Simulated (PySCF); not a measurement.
A series of substituents X on one scaffold: SiH2Cl-X. Gas-phase values, no solvent. One relaxed conformer stands for each flexible species; it need not be the lowest. Strings in code marks are SMILES.

Computed with PBE-D3(BJ)/def2-TZVP // PBE0-D4/def2-TZVP (PySCF). All candidates: neutral, multiplicity 1. Excitations are Tamm–Dancoff values on a coarser integration grid. The basis has no diffuse functions, so Rydberg states are missing or too high.

```json
{
 "S1 excitation (TDA)": "6.15 eV",
 "HOMO–LUMO gap": "6.05 eV",
 "HOMO": "-6.61 eV"
}
```

Question: Say which member has these values.
A. `N#CC[SiH2]Cl`
B. `[C-]#[N+][SiH2]Cl`
C. `C=C[SiH2]Cl` (C–C–Si–Cl torsion 119°)
D. `OC[SiH2]Cl` (H–O–C–Si torsion -176°, O–C–Si–Cl torsion 67°)

Answer: D, `OC[SiH2]Cl` (H–O–C–Si torsion -176°, O–C–Si–Cl torsion 67°). The others give `[C-]#[N+][SiH2]Cl`: 6.15 eV, 5.57 eV, -7.56 eV; `C=C[SiH2]Cl` (C–C–Si–Cl torsion 119°): 5.55 eV, 5.30 eV, -7.22 eV; `N#CC[SiH2]Cl`: 6.72 eV, 6.47 eV, -7.74 eV
